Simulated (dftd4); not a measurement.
CHO$_{2}$ (SMILES O=C=[OH+]), charge +1, singlet, geometry from GFN2-xTB; D4 for b97d run with dftd4 4.2.0.

Here is a job for dftd4.
```
$ dftd4 mol.xyz --func b97d --charge 1 --json dftd4.json --noedisp --grad

# file mol.xyz
4

C     -0.00695796     0.00985104    -0.11037218
O     -0.02341240    -0.02147629     1.07634088
O      0.09771270    -0.03387449    -1.21876599
H     -0.55265466     0.38369998     1.80163397
```

Output, abridged:

```
                    ____  _____ _____     ____  _  _
      -------------|  _ \|  ___|_   _|---|  _ \| || |------------
     |             | | | | |_    | | ___ | | | | || |_           |
     |             | |_| |  _|   | ||___|| |_| |__   _|          |
     |             |____/|_|     |_|     |____/   |_|            |
     |             ===================================           |
     |            E. Caldeweyher, S. Ehlert & S. Grimme          |
     |          Mulliken Center for Theoretical Chemistry        |
     |                    University of Bonn                     |
      -----------------------------------------------------------

Rational (Becke-Johnson) damping: b97d-D4-ATM
---------------------
  s6         1.0000
  s8         1.6946
  s9         1.0000
  a1         0.2890
  a2         4.1341
 alp        16.0000
--------------------

Dispersion energy:      -4.2535760342977E-03 Eh

Gradient norm:           4.6638182701822E-04 Eh/a0
--------------------------------------------------
     #    Z           dE/dx      dE/dy      dE/dz
--------------------------------------------------
     1    6 C     4.479E-06 -1.754E-06 -5.053E-05
     2    8 O     1.231E-05 -2.098E-05  2.894E-04
     3    8 O     2.613E-05 -8.479E-06 -3.414E-04
     4    1 H    -4.292E-05  3.121E-05  1.025E-04
--------------------------------------------------

Virial:
--------------------------------------------------
      component           x          y          z
--------------------------------------------------
          x       4.905E-05 -3.321E-05 -1.822E-04
          y      -3.321E-05  2.399E-05  8.349E-05
          z      -1.822E-04  8.349E-05  1.734E-03
--------------------------------------------------

[Info] Dispersion results written to 'dftd4.txt'
[Info] JSON dump of results written to 'dftd4.json'
```
